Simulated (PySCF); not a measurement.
Germanium: highly charged ions in a basis for the neutral atom

Ge¹⁵⁺ [Ne] 3s2 3p5, Ge¹⁶⁺ [Ne] 3s2 3p4. Calculation: PySCF 2.14, in cc-pVTZ-PP with ECP10MDF; a scalar-relativistic core potential. No spin-orbit coupling, so a gap to NIST mixes the basis error with missing relativistic terms.

Changed run: basis of the neutral atom used for a highly charged ion. This setting is unsound on purpose.

```
species  method  sound run (hartree)  changed run (hartree)  converged
  Ge¹⁵⁺     UHF              not run             -180.50406        yes
  Ge¹⁵⁺    BP86              not run             -180.82376        yes
  Ge¹⁵⁺    MN15              not run             -180.36404        yes
  Ge¹⁶⁺     UHF              not run             -159.56301        yes
  Ge¹⁶⁺    BP86              not run             -159.83106        yes
  Ge¹⁶⁺    MN15              not run             -159.43124        yes
```

Ionisation energy of Ge¹⁵⁺:

```json
{"method": "UHF", "changed run (eV)": "569.83", "NIST (eV)": "567.3 ± 0.5"}
{"method": "BP86", "changed run (eV)": "571.24", "NIST (eV)": "567.3 ± 0.5"}
{"method": "MN15", "changed run (eV)": "569.61", "NIST (eV)": "567.3 ± 0.5"}
```

The contracted functions were made for the neutral atom and can be too rigid for a highly charged ion.
